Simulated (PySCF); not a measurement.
Isomers of C5H11FSi2, mass 146.038 u with the commonest isotopes. Method: PBE0/pcSseg-1 in PySCF (dipole) on a GFN2-xTB geometry, gas phase. One conformer each, none proved a minimum here; rigid rotors.

Question: Order these by rotational constant B, largest first.
A. `[CH3:1][CH2:2][C@@H:3]([SiH3:4])[C:5]#[C:6][SiH2:7][F:8]` with C1–C2–C3–Si4 176°
B. `[F:1][C@@H:2]1[SiH2:3][CH:4]=[C:5]1[CH2:6][CH2:7][SiH3:8]` with C4–C5–C6–C7 121°, C5–C6–C7–Si8 -59°
C. `[F:1][SiH2:2][SiH2:3][C:4]1=[CH:5][CH2:6][CH2:7][CH2:8]1` with F1–Si2–Si3–C4 -167°, Si2–Si3–C4–C5 120°, C4–C5–C6–C7 -12°, C5–C6–C7–C8 18°, C6–C7–C8–C4 -19°, Si3–C4–C8–C7 -169°

Answer: B (840.8 MHz), A (612.4 MHz), C (597.1 MHz).

Question: Order these by rotational constant C, smallest first.
A. `[F:1][SiH2:2][SiH2:3][C:4]1=[CH:5][CH2:6][CH2:7][CH2:8]1` with F1–Si2–Si3–C4 -167°, Si2–Si3–C4–C5 120°, C4–C5–C6–C7 -12°, C5–C6–C7–C8 18°, C6–C7–C8–C4 -19°, Si3–C4–C8–C7 -169°
B. `[CH3:1][CH2:2][C@@H:3]([SiH3:4])[C:5]#[C:6][SiH2:7][F:8]` with C1–C2–C3–Si4 176°
C. `[F:1][C@@H:2]1[SiH2:3][CH:4]=[C:5]1[CH2:6][CH2:7][SiH3:8]` with C4–C5–C6–C7 121°, C5–C6–C7–Si8 -59°

Answer: B (494.3 MHz), A (562.9 MHz), C (732.7 MHz).

Question: Order these by rotational constant A, largest first.
A. `[CH3:1][CH2:2][C@@H:3]([SiH3:4])[C:5]#[C:6][SiH2:7][F:8]` with C1–C2–C3–Si4 176°
B. `[F:1][SiH2:2][SiH2:3][C:4]1=[CH:5][CH2:6][CH2:7][CH2:8]1` with F1–Si2–Si3–C4 -167°, Si2–Si3–C4–C5 120°, C4–C5–C6–C7 -12°, C5–C6–C7–C8 18°, C6–C7–C8–C4 -19°, Si3–C4–C8–C7 -169°
C. `[F:1][C@@H:2]1[SiH2:3][CH:4]=[C:5]1[CH2:6][CH2:7][SiH3:8]` with C4–C5–C6–C7 121°, C5–C6–C7–Si8 -59°

Answer: B (3675 MHz), C (2213 MHz), A (1880 MHz).

```
                    SMILES  point group  Ia (u·Å²)  Ib (u·Å²)  Ic (u·Å²)      κ  μa (D)  μb (D)  μc (D)
     F[SiH2][SiH2]C1=CCCC1           C1     137.51     846.40     897.85  -0.98    2.81    0.58    0.21
F[C@@H]1[SiH2]C=C1CC[SiH3]           C1     228.34     601.08     689.75  -0.85    0.79    0.96    0.42
CC[C@@H]([SiH3])C#C[SiH2]F           C1     268.88     825.23    1022.36  -0.83    2.38    1.24    0.98
```
